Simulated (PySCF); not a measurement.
C₃H₉BO₃, singlet, at a GFN2-xTB geometry. Base run: DF-HF/STO-3G run with PySCF.

Here is a job for PySCF.
```python
from pyscf import gto, scf

mol = gto.M(
    atom='''
B    -0.00227492   -0.00958623    0.00215028
O     0.84032955    0.90906200    0.55714382
C     0.78727063    2.26912165    0.18676269
H    -0.14876939    2.72141152    0.52248313
H     1.63093697    2.76393147    0.66838089
H     0.85704070    2.38012666   -0.89715821
O     0.07925083   -1.31832532    0.38407448
C     1.01318219   -1.73635226    1.35509872
H     0.76270884   -1.31788518    2.33262732
H     0.96568486   -2.82484417    1.39499728
H     2.02158757   -1.41486489    1.08753294
O    -0.91074400    0.38583612   -0.93020591
C    -1.80540290   -0.51232238   -1.55099325
H    -1.69823125   -1.51781701   -1.14459220
H    -2.82310458   -0.15245611   -1.38495399
H    -1.59746993   -0.52493561   -2.62337675
''',
    basis='sto-3g',
    verbose=4,
)

mf = scf.RHF(mol)
mf = mf.density_fit(auxbasis='def2-universal-jkfit')
mf.kernel()
```

Variants of this job, named by their change:

| change | basis functions | E (Eh) | HOMO (eV) | HOMO-LUMO gap (eV) | dipole (D) |
|---|---|---|---|---|---|
| base | 44 | -363.52469 | -9.03 | 19.78 | 0.06 |
| basis = LANL2DZ | 81 | ? | -12.00 | ? | 0.06 |
| basis = 6-31G | 81 | -368.08550 | -11.91 | 18.42 | 0.06 |
| basis = pcseg-0 | 81 | -367.18491 | -11.96 | 17.63 | 0.07 |
| basis = 6-31G* | 116 | -368.24692 | -11.89 | 18.59 | 0.05 |
| basis = def2-SV(P) | 116 | -367.95025 | -12.04 | 17.01 | 0.06 |
| basis = cc-pVDZ | 143 | ? | ? | ? | 0.06 |
| basis = def2-SVP | 143 | -367.97648 | -12.00 | 16.97 | 0.05 |
| basis = 6-31+G* | ? | ? | ? | ? | 0.05 |
| basis = 6-311++G** | 217 | -368.35365 | -12.04 | 13.14 | 0.06 |
| basis = def2-SVPD | 221 | -367.99673 | -12.12 | 14.15 | 0.06 |
| basis = aug-cc-pVDZ | 242 | -368.29425 | -12.00 | 12.97 | 0.06 |
| basis = 6-311+G(2d,p) | ? | ? | -12.04 | ? | 0.06 |

Fill in the missing entries.


- basis = LANL2DZ, E (Eh): -368.15822
- basis = LANL2DZ, HOMO-LUMO gap (eV): 17.31
- basis = cc-pVDZ, E (Eh): -368.27273
- basis = cc-pVDZ, HOMO (eV): -11.87
- basis = cc-pVDZ, HOMO-LUMO gap (eV): 17.17
- basis = 6-31+G*, basis functions: 144
- basis = 6-31+G*, E (Eh): -368.25823
- basis = 6-31+G*, HOMO (eV): -12.05
- basis = 6-31+G*, HOMO-LUMO gap (eV): 13.73
- basis = 6-311+G(2d,p), basis functions: 243
- basis = 6-311+G(2d,p), E (Eh): -368.36730
- basis = 6-311+G(2d,p), HOMO-LUMO gap (eV): 13.66

Totals compare only among sets that treat the same electrons; sets with core potentials leave the core out.
